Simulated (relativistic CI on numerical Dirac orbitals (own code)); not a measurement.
**Bi33+: q coefficients and field-shift factors**

Method of calculation: Dirac-Coulomb-Breit CI, KLI orbitals optimised for each configuration, derivatives by finite differences, unscaled Slater integrals, QED left out (own radial code, finite nucleus).

Configurations in the expansion (outside the closed core [Ar] 3d10 4p6 4d10): 4s2 4f4, 4s2 4f3 5s, 4s2 4f3 5p, 4s2 4f2 5s2, 4s2 4f2 5s 5p, 4s 4f3 5s2. Levels of other configurations are missing.

With x = (α/α₀)² − 1 an excitation energy changes as ω = ω₀ + qx; K = 2q/ω₀ is the relative enhancement. Terms are leading LS components, so labels can repeat. The field-shift factor is F = δν/δ⟨r²⟩ for the transition from the lowest level.

Lowest level 4s2 4f4 5I_4.

```
       Level  ω₀ (cm⁻¹)  q (cm⁻¹)       K  F (GHz/fm²)
4s2 4f4 5I_5    37187.8     47110    2.53         2.92
4s2 4f4 3F_2    45939.8     -9003  -0.392        0.144
4s2 4f4 5I_6    61453.3     61330       2            4
4s2 4f4 3G_4    70159.2     32220   0.919          2.6
4s2 4f4 5F_1    72804.0     42700    1.17         3.15
4s2 4f4 5I_7    74716.0     55420    1.48          3.9
4s2 4f4 3K_8    83341.1     48150    1.16         3.66
4s2 4f4 5F_3    83389.3     43390    1.04         3.35
4s2 4f4 5G_2    87421.8     41320   0.945          3.3
4s2 4f4 5G_3    91524.9     42510   0.929         3.41
4s2 4f4 5S_2    94189.4     51350    1.09          3.9
4s2 4f4 3K_6   105613.9     80120    1.52         5.55
4s2 4f4 3G_5   106602.0     55400    1.04          4.3
```

At this charge energies of transitions that change n are usually good to better than 1 %, and those within a shell (Δn = 0) to a few per cent. Terms inside the open d or f shell come out 10 to 20 % too wide with unscaled integrals.
